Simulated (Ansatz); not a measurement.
Consider the cleavage of the B–Si bond: `C[SiH2]BCl` + HCl → `ClBCl` + `C[SiH3]`.

Calculated with Ansatz (gas phase, PBE0-D4/def2-TZVP geometries, no zero-point term in ΔE). CBS: MP2 limit from def2 TZ/QZ plus the TZ coupled-cluster correction, frozen cores. This one scheme is used for every species. Each species was taken in one conformer, which may not be the lowest.

| species | CCSD(T)/CBS(def2) energy (Eh) |
| --- | --- |
| `C[SiH2]BCl` | -815.33859 |
| HCl | -460.38127 |
| `ClBCl` | -945.02167 |
| `C[SiH3]` | -330.73916 |

Task: Work out ΔE.

Result: ΔE = (-945.02167) + (-330.73916) − (-815.33859) − (-460.38127) = -0.04097 Eh = -1.11 eV.

Largest T1 diagnostic among the species: 0.012.

Leaving LDA and LC-ωPBE aside and taking each functional with its dispersion term where it has one, the values, not all of them listed here, spread over 0.11 eV, from B2PLYP to PBE-D4. The D4 term adds +0.05 eV with B3LYP and +0.03 eV with PBE0; it sums over pairs of atoms, weighted by their polarisabilities, and B3LYP, whose exchange is more repulsive, gets the larger term.

B3LYP here is the variant with VWN-RPA as its local correlation; programs differ in this.
